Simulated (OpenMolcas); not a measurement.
## V3+: ligand-field states by method

V3+ with 6 ligands (ammonia) in tetragonal octahedral coordination (Ci) at 2.06 Å, the axial distance 2.266 Å. Ligand basis ANO-RCC-VDZP.

- Program: OpenMolcas 26.06
- Basis: ANO-RCC-VDZP [5s4p2d1f]
- Scalar Hamiltonian: DKH2, point nucleus
- Active space: 2 electrons in 5 orbitals (3d)
- State averaging: 2S+1 = 3 even, 10 roots; 2S+1 = 1 even, 15 roots
- Spin-orbit coupling: state interaction with AMFI integrals over the reference wave functions

I. CASSCF
II. SS-CASPT2, IPEA 0.25 Eh, imaginary shift 0.1 Eh (closed shells correlated: 3s 3p and the ligand valence shells)
III. SS-CASPT2, IPEA 0.25 Eh, imaginary shift 0.2 Eh (closed shells correlated: 3s 3p and the ligand valence shells)

Spin-free states in cm-1, each column counted from its own energy of the first state listed:

```json
{"State": "2S+1 = 3", "Degeneracy": "1", "I": "0", "II": "0", "III": "0"}
{"State": "2S+1 = 3", "Degeneracy": "1", "I": "328", "II": "500", "III": "500"}
{"State": "2S+1 = 3", "Degeneracy": "1", "I": "447", "II": "630", "III": "630"}
{"State": "2S+1 = 1", "Degeneracy": "1", "I": "13388", "II": "10060", "III": "10060"}
{"State": "2S+1 = 1", "Degeneracy": "1", "I": "13765", "II": "10500", "III": "10500"}
{"State": "2S+1 = 1", "Degeneracy": "1", "I": "14135", "II": "10650", "III": "10650"}
{"State": "2S+1 = 1", "Degeneracy": "1", "I": "14279", "II": "10800", "III": "10800"}
{"State": "2S+1 = 1", "Degeneracy": "1", "I": "14628", "II": "11050", "III": "11050"}
{"State": "2S+1 = 3", "Degeneracy": "1", "I": "14941", "II": "17430", "III": "17430"}
{"State": "2S+1 = 3", "Degeneracy": "1", "I": "18789", "II": "19870", "III": "19870"}
{"State": "2S+1 = 3", "Degeneracy": "1", "I": "18808", "II": "19920", "III": "19920"}
{"State": "2S+1 = 1", "Degeneracy": "1", "I": "29027", "II": "23150", "III": "23160"}
{"State": "2S+1 = 3", "Degeneracy": "1", "I": "29670", "II": "28320", "III": "28330"}
{"State": "2S+1 = 3", "Degeneracy": "1", "I": "29674", "II": "28280", "III": "28290"}
{"State": "2S+1 = 1", "Degeneracy": "1", "I": "29984", "II": "29210", "III": "29210"}
{"State": "2S+1 = 1", "Degeneracy": "1", "I": "31202", "II": "30170", "III": "30170"}
{"State": "2S+1 = 1", "Degeneracy": "1", "I": "31353", "II": "30350", "III": "30350"}
{"State": "2S+1 = 3", "Degeneracy": "1", "I": "34558", "II": "34340", "III": "34350"}
{"State": "2S+1 = 1", "Degeneracy": "1", "I": "37343", "II": "36780", "III": "36780"}
{"State": "2S+1 = 1", "Degeneracy": "1", "I": "37485", "II": "36970", "III": "36970"}
```

From I to II, I's first state of the same spin (2S+1 = 3) moves from 328 to 500 cm-1, by about +170 cm-1.

From I to II, I's first state of another spin (2S+1 = 1) moves from 13388 to 10060 cm-1, by about -3300 cm-1.

χT at 300 K: I 0.92, II 0.93, III 0.93 cm3 K/mol.

Over all roots computed the reference weight is 0.69 to 0.71 in II, 0.70 to 0.71 in III; a low but even weight reflects the number of correlated electrons. The least metal-like active orbital is 84 % on the metal (Löwdin) and no ligand orbital is active, so the numbers are rough. Ligand-to-metal charge-transfer states are missing. With no ligand orbital active B as a rule stays too high, so bands that hang on it stand too high and its fall with covalency is understated. Without dynamic correlation the repulsion within the d shell is too large (B by tens of per cent), so at a given field states of lower spin stand too high (holds for I). With metal d orbitals alone the field can be off either way by tens of per cent (holds for I). With one d shell and no ligand orbital active, 10Dq can be off by a tenth or more (holds for II; III). No measured value stands beside these numbers; the geometry is a model, was not optimised and need not be the one that this ion takes.

A state without a sure symmetry label is named by its multiplicity alone.
